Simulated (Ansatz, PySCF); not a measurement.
Process, species as SMILES: CC[N](C)[GeH3] → [CH2][N]([GeH3])CC + H atom (the C-H bond at the site shown breaks; other sites are not compared here)
Each molecule is optimised on its own at B3LYP-D3(BJ)/def2-TZVP (Ansatz, an electronic-structure program), one conformer each, not searched for the lowest. Frequencies are from Ansatz or PySCF.
Geometry of the first species:
```
N
C 1 1.4551
H 2 1.0904 1 110.57
H 2 1.0952 3 107.67 1 -119.75
H 2 1.1023 3 108.00 4 -115.52
C 1 1.4582 2 111.48 3 -177.48
H 6 1.0966 1 107.25 2 52.32
H 6 1.1043 7 105.92 1 119.16
C 6 1.5209 7 108.79 8 117.43
H 9 1.0911 6 110.71 7 65.95
H 9 1.0911 10 108.52 6 120.77
H 9 1.0919 10 108.12 11 116.05
Ge 1 1.8580 2 115.08 3 43.83
H 13 1.5354 1 109.82 2 -157.59
H 13 1.5365 14 110.63 12 -167.90
H 13 1.5518 14 108.87 15 -120.52
```

Quantity: bond dissociation energy (0 K, with B3LYP-D3(BJ) harmonic zero-point energies), in kJ/mol. Cores are frozen in the correlated levels unless marked. UHF or UKS for open shells. Spin-orbit coupling is left out. The frozen core is the preceding noble-gas configuration, with the filled d and f shells of earlier blocks. No relativistic terms. Basis-set limits of correlation are two-point, X^-3; Hartree-Fock from the larger set.

CCSD(T)/CBS(cc-pVTZ,cc-pVQZ) (Ansatz) gives 372.6 kJ/mol.

Problem. Another calculation gave 347.4 kJ/mol. Which level was it?
A) SVWN5/def2-TZVPD (Ansatz)
B) PBE/def2-TZVPD (Ansatz)
C) PBE-QIDH/def2-TZVPD (Ansatz)

Solution. B, PBE/def2-TZVPD (Ansatz). The others give 390.9 (SVWN5), 359.7 (PBE-QIDH) kJ/mol.
